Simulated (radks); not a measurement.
Q: These are the eigenvalues of the occupied orbitals of an atom or ion with whole-number occupations (hartree). All-electron calculation, Dirac Kohn-Sham, BLYP, spin-unpolarised, spherical densities, finite nucleus; Fermi nuclear charge, rms radius of each element as measured or else 0.836 A^(1/3) + 0.57 fm. Program: a radial shooting solver on a logarithmic mesh with Libxc functionals.

orbital  eigenvalue
1s1/2     -3058.647
2s1/2     -548.5479
2p1/2     -526.8408
2p3/2     -455.2454
3s1/2     -136.3857
3p1/2     -126.5700
3p3/2     -110.7025
3d3/2     -94.39089
3d5/2     -90.98831
4s1/2     -36.28225
4p1/2     -32.06307
4p3/2     -28.21918
4d3/2     -21.30416
4d5/2     -20.58499
5s1/2     -12.02715
4f5/2     -11.66273
4f7/2     -11.50475
5p1/2     -10.53724
5p3/2      -9.72168

Which element is it, and in what charge state? The configuration may be excited. Open shells, if any, fill j = l - 1/2 first.

A: Z = 80, mercury, charge +12: Hg12+ in [Xe] 4f14. The list shows which subshells hold electrons but not how many an open one holds; the 1s level, -3058.6 hartree, gives Z - s = 78.2 by -(Z - s)^2/2, which with screening and relativity narrows Z to a few neighbours, and the depths of the outer levels then fix element, charge and occupations together.
